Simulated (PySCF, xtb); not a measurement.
BCl2I, SMILES ClB(Cl)I.

Harmonic wavenumbers (cm⁻¹) from GFN2-xTB in xtb at its own minimum, in rising order: 172, 191, 350, 366, 743, 753.

What does PySCF with B3LYP-D3(BJ)/def2-SVP give at its own minimum? (The exact figures need the calculation; the answer reports its results.)

184, 202, 376, 402, 835, 964. Paired by order, the mean absolute difference is 65 cm⁻¹ and the zero-point energies are 3.7 and 4.2 kcal/mol.
